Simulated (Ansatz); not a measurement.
Calculated with Ansatz (gas phase, PBE0-D4/def2-TZVP geometries, no zero-point term in ΔE). CCSD(T)/CBS is the MP2 limit (def2-TZVPP, def2-QZVPP) plus CCSD(T) − MP2 in def2-TZVPP, frozen cores. This one scheme is used for every species, atoms too. DFT in def2-TZVPP. Open shells (•) are unrestricted, without spin–orbit coupling. Spin–orbit coupling would lower the free atoms: a little for F, O, Si; clearly for Br; strongly for In. def2 core potentials past Kr. Bonds to Br, In are less sure, by a few kJ/mol each and by 10 to 20 or more in all where they break to atoms, as the def2 sets lack core-valence functions. Scalar relativity is left out up to krypton. One conformer a species, not always the lowest.

`F[Si](F)(Br)[O][InH2]` → Br• + 2 F• + 2 H• + In• + O• + Si•  (atomization)

`F[Si](F)(Br)[O][InH2]`:

Cartesian coordinates in Å:
```
F 2.626 -0.565 -0.135
Si 1.325 0.320 -0.272
F 1.755 1.791 0.113
Br 0.782 0.348 -2.411
O 0.155 -0.217 0.640
In -1.842 -0.504 0.669
H -2.593 0.237 -0.660
H -2.208 -1.410 2.056
```

(1) What is ΔE at CCSD(T)/CBS? (Best estimate.)

(2) What do these levels give: revPBE-D4, BLYP-D4, r2SCAN-D4, PBE0-D4, BHLYP-D4, ωB97M-V, PBE, revPBE, BLYP, MP2/def2-SVP, CCSD(T)/def2-SVP, HF/CBS(def2)? (Estimate.)

Largest T1 diagnostic among the species: 0.015.

## Answers

(1) The calculation gave: +2849.4 kJ/mol.

(2) Computed: revPBE-D4 2727.8, BLYP-D4 2764.4, r2SCAN-D4 2825.7, PBE0-D4 2759.9, BHLYP-D4 2676.9, ωB97M-V 2815.5, PBE 2798.4, revPBE 2665.6, BLYP 2711.4, MP2/def2-SVP 2666.8, CCSD(T)/def2-SVP 2551.5, HF/CBS(def2) 2039.2 kJ/mol.

The D4 term adds +40.9 kJ/mol with B3LYP and +21.4 kJ/mol with PBE0; it sums over pairs of atoms, weighted by their polarisabilities, and B3LYP, whose exchange is more repulsive, gets the larger term. In def2-TZVPP, CCSD(T) changes the Hartree–Fock value by +721.7 kJ/mol (the triples alone add +51.7 kJ/mol) and MP2 by +827.6 kJ/mol; breaking electron pairs costs correlation energy, which Hartree–Fock lacks.

B3LYP here is the variant with VWN-RPA as its local correlation; programs differ in this.

For atomizations the MP2-based limit and the directly extrapolated one differ by several kJ/mol either way, and by 10 to 25 for some Ge, Se and Sn compounds, so smaller differences from it don't rank the levels.
